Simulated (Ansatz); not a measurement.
Geometry optimisation, Ansatz 0.2.0, RKS B3LYP-D4/def2-SVP.

input.yaml

```yaml
crystal:
  periodic: [false, false, false]
  atoms:
    - { symbol: Zr, position_ang: [-0.109597, 0.074714, -0.026342] }
    - { symbol: O, position_ang: [-0.269879, -0.005693, 1.972229] }
    - { symbol: H, position_ang: [-0.707094, 0.396241, 2.731266] }
    - { symbol: Cl, position_ang: [2.104845, 0.441674, -0.74275] }
    - { symbol: Cl, position_ang: [-1.344966, 1.938527, -0.715832] }
    - { symbol: Cl, position_ang: [-1.095089, -1.78786, -1.078832] }
    - { symbol: "N", position_ang: [1.546997, -2.502391, 1.456778] }
    - { symbol: H, position_ang: [0.930272, -2.985732, 0.807162] }
    - { symbol: H, position_ang: [2.294561, -2.038067, 0.945458] }
    - { symbol: H, position_ang: [1.009451, -1.810212, 2.010464] }
basis:
  gaussian: { orbitals: def2-SVP }
hamiltonian:
  xc: b3lyp
  dispersion: d4
relax:
  f_tol: 0.03
  max_steps: 50
```

Command:

```bash
$ ansatz run input.yaml --threads 4 --pin off --max-ram 5120MiB --backend cpu --events-out ev --progress --plain --runs-dir out
```

Question: Where does it end, and by what steps?

Answer: It converged. After 10 steps the energy has fallen by 0.975 eV; N7 moved furthest, 0.65 Å. Joined: Zr1–N7 (3.40 → 2.46 Å).

```csv
step,energy less start (eV),largest force component (eV/Å),accepted
0,0.0000,1.980,yes
1,-0.1226,0.598,yes
2,-0.1504,0.616,yes
3,-0.1310,1.171,no
4,-0.1885,0.724,yes
5,-0.2597,0.999,yes
6,-0.4363,1.416,yes
7,-0.9237,1.280,yes
8,-0.9567,0.123,yes
9,-0.9620,0.186,yes
10,-0.9746,0.029,yes
```

```xyz
10
Properties=species:S:1:pos:R:3
Zr 0.019 -0.149 0.165
O -0.356 0.090 2.038
H -0.817 0.643 2.677
Cl 2.216 0.474 -0.561
Cl -1.195 1.706 -0.696
Cl -1.169 -1.916 -0.933
N 1.276 -2.068 1.058
H 0.940 -2.959 0.686
H 2.276 -2.005 0.853
H 1.170 -2.097 2.075
```

Whether the end is a true minimum wasn't checked by a vibrational analysis.

The run took 39 s on 4 threads of Arm Neoverse V1, with other jobs on the host, peak memory 0.38 GiB.
